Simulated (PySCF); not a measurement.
Computed shifts of a molecule C4H5FO, PBE0/pcSseg-1 run with PySCF, GIAO, gas phase, equivalent atoms averaged, in ppm (number of nuclei): ¹³C: 155.7 (1), 140.8 (1), 92.2 (1), 22.0 (1). ¹⁹F: -146.2 (1). ¹H: 6.53 (1), 5.55 (1), 1.85 (3). References: ¹³C against TMS (σ = 186.3 ppm); ¹⁷O against H2O (σ = 334.2 ppm); ¹⁹F against CFCl3 (σ = 167.2 ppm); ¹H against TMS (σ = 31.56 ppm), references at their B3LYP-D3(BJ)/def2-TZVP geometries, non-relativistic. Geometry optimised at r2SCAN-D4/def2-SVP. The values are those of a single conformer.

Task: Which molecule gave these data?
A) FC=C1COC1
B) C[C@@H]1OC=C1F
C) O=C1CC(F)C1
D) F[C@@H]1C=COC1

Result: B, C[C@@H]1OC=C1F
